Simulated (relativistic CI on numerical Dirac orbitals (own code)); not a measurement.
Calculated at this level of theory: Dirac-Coulomb-Breit CI, separate exchange-only KLI orbitals for each configuration, a model potential for QED, valence Slater integrals scaled by 0.9, configuration energies shifted to the measured levels that pair with them (semi-empirical) (own radial code, finite nucleus).

CI space (outside the closed core [Ne]): 3s2 3p4, 3s 3p5, 3s2 3p3 3d, 3s2 3p3 4s, 3s2 3p3 4d, 3p6, 3s2 3p2 3d2, 3s 3p4 3d, 3p4 3d2, 3p5 3d, 3s 3p3 3d2, 3s2 3p3 4p, 3s2 3p2 3d 4s, 3s2 3p2 3d 4p, 3p5 4s, 3p5 4p, 3s 3p4 4s, 3s 3p3 3d 4s, 3s2 3p3 4f, 3s 3p4 4p, 3s 3p3 3d 4p, 3s2 3p3 5s, 3s2 3p2 4s2, 3s2 3p3 5p, 3s2 3p3 5d, 3s2 3p2 4s 4p, 3s 3p4 4d, 3p4 3d 4s, 3s2 3p3 5f, 3s2 3p3 5g. Levels of other configurations are missing.

Configurations whose levels could be paired with our table of measured levels were shifted onto them, all but the ground configuration, by the median error of their levels; single terms can still be off by 1,000 to 2,000 cm⁻¹ or more, and rates follow the energies as ν³ (E1, M1) or ν⁵ (E2). The others borrow a shift and can be off by several thousand cm⁻¹ or more. 24 of the 27 excited levels that our extract of the measured tables holds in this range could be paired (the sources list more); they are missed by 3361 cm⁻¹ on average and 29826 at most, after the shifts were fitted to these levels, and levels without a partner can miss by more.

Outline of the computed level scheme of V VIII. Lowest level of each configuration: 3s2 3p4 3P_2 at 0.0000 eV; 3s 3p5 3P°_2 at 26.9495 eV; 3s2 3p3 3d 5D°_0 at 44.2344 eV; 3p6 1S_0 at 61.9083 eV.

Some strong electric-dipole decays among the lowest 45 levels: 3s2 3p3 3d 3D°_3 → 3s2 3p4 3P_2 (1.6e+11 s⁻¹); 3s2 3p3 3d 3P°_0 → 3s2 3p4 3P_1 (1.2e+11 s⁻¹); 3s2 3p3 3d 3D°_2 → 3s2 3p4 3P_1 (1.2e+11 s⁻¹); 3s2 3p3 3d 3P°_2 → 3s2 3p4 3P_2 (9.3e+10 s⁻¹); 3s2 3p3 3d 3D°_1 → 3s2 3p4 3P_0 (9.1e+10 s⁻¹); 3s2 3p3 3d 1P°_1 → 3s2 3p4 1D_2 (7.0e+10 s⁻¹); 3s2 3p3 3d 3D°_1 → 3s2 3p4 3P_1 (6.6e+10 s⁻¹); 3s2 3p3 3d 3P°_1 → 3s2 3p4 3P_2 (6.1e+10 s⁻¹).
